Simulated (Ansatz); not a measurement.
Born–Oppenheimer molecular dynamics of BF2H4N (8 atoms, charge 0, multiplicity 1). It starts at the highest image of a converged band. Of that band: Neighbouring images differ by up to 1.4 eV, so the band resolves the path poorly. A vibrational analysis at the climbing image gives one clearly imaginary mode, 1547i cm⁻¹: a first-order saddle point.

Theory: RKS PBE0-D4/def2-mTZVP (Ansatz).

| Item | Value |
| --- | --- |
| ensemble | NVE (velocity Verlet) |
| time step | 0.5 fs |
| steps asked | 200 |
| starting velocities drawn for | 100 K |
| seed | 3834 |

First frame:

```xyz
8
Properties=species:S:1:pos:R:3
B -0.028 0.214 0.248
N -0.018 0.102 1.785
H -0.816 -0.334 2.229
H 0.858 -0.132 2.233
F 1.167 0.000 -0.337
F -1.137 -0.277 -0.342
H -0.202 1.659 0.243
H -0.164 1.323 1.211
```

(1) What does the run give?

(2) What happens to the structure?

(3) How do temperature and energy run in time?

Results:

(1) All steps were run.

- steps done: 200
- time covered: 100 fs
- mean temperature over the second half: 1001 K
- spread of the potential energy over the second half: 17.5 meV per atom
- mean potential energy of the second half above the start: -87.5 meV per atom

The conserved energy stayed within 0.99 meV per atom of its start (net change 0.059 meV per atom), so the integration is sound. The kinetic energy rose, since the run started high on the potential surface and went downhill. It ends in pieces (BF2H + H3N), so much of that is their flight and rotation, not heat. A run of 0.1 ps of so small a system gives no equilibrium averages. The orbitals stay closed-shell, which can raise the energy where a bond breaks towards radicals; this wasn't checked here.

(2) Between its relaxed ends the band would form B1–H7, N2–H8 and break H7–H8. These pairs go: B1–H7 1.46 → 1.22 Å, N2–H8 1.36 → 1.08 Å, H7–H8 1.03 → 2.01 Å. In the last frame they stand as after the step (other bonds may differ from the relaxed reactants and products). Also parted: B1–N2 1.54 → 2.24 Å. It ends as BF2H + H3N. Pairs count as bonded within 1.25 times the sum of covalent radii (0.12 Å more for H–H). The details hang on the random start.

(3) 
```
time (fs)  T (K)  potential energy less start (eV)  conserved less start (meV/atom)
        0    100                             0.000                             0.00
        5     52                             0.037                             0.02
       10    124                            -0.018                             0.05
       15    989                            -0.691                            -0.30
       20   1769                            -1.297                            -0.33
       25   2040                            -1.510                            -0.70
       30   1613                            -1.178                            -0.59
       35   1271                            -0.915                            -0.86
       40    958                            -0.667                            -0.17
       45    982                            -0.691                            -0.83
       50    831                            -0.568                            -0.10
       55    935                            -0.652                            -0.51
       60   1013                            -0.709                            -0.13
       65   1062                            -0.748                            -0.34
       70   1081                            -0.761                            -0.04
       75    803                            -0.543                             0.23
       80    954                            -0.662                             0.02
       85   1015                            -0.710                            -0.04
       90    669                            -0.440                             0.13
       95    936                            -0.649                            -0.06
      100    941                            -0.652                             0.06
```

Time of the run: 3.4 min on 2 threads of Intel(R) Xeon(R) Platinum 8488C (Sapphire Rapids), on a shared host, peak memory 0.18 GiB.
